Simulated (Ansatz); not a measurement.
Cartesian coordinates (Å):
SMILES: CC[C@@](C)([SiH3])C(F)(F)F
```xyz
20

C      1.8020    -1.1975    -0.2479
C      1.2299     0.1192     0.2761
C     -0.2834     0.3404     0.0143
C     -0.5838     0.4777    -1.4910
Si    -1.3189    -1.1174     0.7462
C     -0.6972     1.6343     0.7088
F     -1.9739     1.9716     0.4455
F     -0.5872     1.5366     2.0523
F      0.0626     2.6833     0.3326
H      1.6666    -1.3058    -1.3349
H      2.8825    -1.2483    -0.0450
H      1.3399    -2.0739     0.2344
H      1.4105     0.1843     1.3610
H      1.7789     0.9615    -0.1778
H     -0.2923    -0.4316    -2.0337
H     -0.0243     1.3250    -1.9196
H     -1.6539     0.6519    -1.6759
H     -0.7469    -1.5686     2.0448
H     -2.7332    -0.6959     0.9344
H     -1.2779    -2.2468    -0.2246
```
Charge 0, multiplicity 1.

Computed with frozen-core CCSD(T)/cc-pVDZ // B3LYP-D3(BJ)/def2-SVP (Ansatz, a quantum-chemistry and plane-wave program).

```yaml
HF energy: -783.03021 Ha
MP2 correlation energy: -1.37349 Ha
```

Problem. Estimate the CCSD correlation energy, the (T) correction, the total energy and the T1 diagnostic.

Solution. 
```
Property                        Result
-----------------------  -------------
CCSD correlation energy    -1.45569 Ha
(T) correction             -0.03864 Ha
CCSD(T) total energy     -784.52454 Ha
T1 diagnostic                    0.011
```
